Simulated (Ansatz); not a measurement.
H3O3SV (`[OH][V]([OH])([OH])=[S]`). Total charge 0; spin multiplicity 1. All single points use the PBE0-D4/def2-TZVP geometry. It is one conformer, not always the lowest.

```xyz
8

O    -1.012    0.655    1.164
V     0.116   -0.125    0.072
O    -0.772   -0.581   -1.370
O     1.405    0.999   -0.354
S     0.960   -1.723    0.932
H    -1.101    0.414    2.090
H    -0.736   -1.461   -1.754
H     1.142    1.823   -0.781
```

Question: What is the dipole moment at B3LYP/def2-TZVPP? (Estimate.)

Answer: The calculation gave: 1.09 D, with components (-1.01, 0.33, -0.26) D in this frame, pointing from negative to positive charge.

Question: And with PBE, r2SCAN, ωB97M-V? (Best estimate.)

Answer: Ansatz gave: PBE 1.26 D, r2SCAN 1.31 D, ωB97M-V 1.07 D.

Question: Give the Mulliken charges with B3LYP, r2SCAN, PBE in def2-TZVPP. (Estimate.)

Answer: Ansatz gave: 
```json
{"atom": "O1", "B3LYP": "-0.45", "r2SCAN": "-0.46", "PBE": "-0.40"}
{"atom": "V2", "B3LYP": "0.99", "r2SCAN": "0.98", "PBE": "0.84"}
{"atom": "O3", "B3LYP": "-0.45", "r2SCAN": "-0.46", "PBE": "-0.40"}
{"atom": "O4", "B3LYP": "-0.43", "r2SCAN": "-0.43", "PBE": "-0.38"}
{"atom": "S5", "B3LYP": "-0.28", "r2SCAN": "-0.30", "PBE": "-0.28"}
{"atom": "H6", "B3LYP": "0.22", "r2SCAN": "0.23", "PBE": "0.22"}
{"atom": "H7", "B3LYP": "0.22", "r2SCAN": "0.23", "PBE": "0.22"}
{"atom": "H8", "B3LYP": "0.19", "r2SCAN": "0.21", "PBE": "0.20"}
```

B3LYP here is the variant with VWN-RPA as its local correlation; programs differ in this.
